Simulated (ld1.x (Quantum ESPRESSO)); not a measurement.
**u(r) = r·R(r): atom against pseudo-atom (Yb (Z = 70))**

Columns: radius, all-electron u(r) and pseudo u(r) of the 5d shell (level -6.46 eV) of ytterbium in the configuration [Xe] 4f14 5d0 6s1 6p0; PBE, scalar-relativistic, RRKJ scheme, ld1.x (Quantum ESPRESSO) 7.5.

```
r (bohr)  all-electron  pseudo
   0.174        0.1049  0.0025
   0.348       -0.1956  0.0190
   0.522       -0.1891  0.0596
   0.696       -0.0072  0.1274
   0.870        0.1872  0.2180
   1.044        0.3430  0.3208
   1.218        0.4543  0.4225
   1.392        0.5279  0.5103
   1.566        0.5726  0.5753
   1.740        0.5962  0.6141
   1.914        0.6047  0.6286
   2.088        0.6026  0.6243
   2.262        0.5932  0.6083
   2.436        0.5786  0.5867
   2.610        0.5605  0.5635
   2.784        0.5400  0.5406
   2.958        0.5179  0.5180
   3.132        0.4949  0.4949
   3.306        0.4712  0.4712
   3.480        0.4472  0.4472
   3.654        0.4233  0.4233
   3.828        0.3994  0.3994
   4.002        0.3759  0.3759
   4.176        0.3530  0.3530
   4.350        0.3307  0.3307
   4.524        0.3091  0.3091
```

(1) How many radial nodes do the two functions have?

(2) At about which radius was the pseudo-wave matched?

(3) Where does each function peak?

(4) Is the pseudo-wave norm-conserving?

Answers

(1) The all-electron 5d function has n − l − 1 = 2; the pseudo-wave has 0, since the states of the same l below it are removed with the core.

(2) 3.00 bohr, where the columns begin to agree (steps of 0.17 bohr).

(3) Outermost all-electron maximum near 1.91 bohr, pseudo maximum near 1.91 bohr (to the table’s step).

(4) Yes: the RRKJ scheme keeps the norm inside the radius equal to the all-electron one, which fixes the energy derivative of the logarithmic derivative at the level.
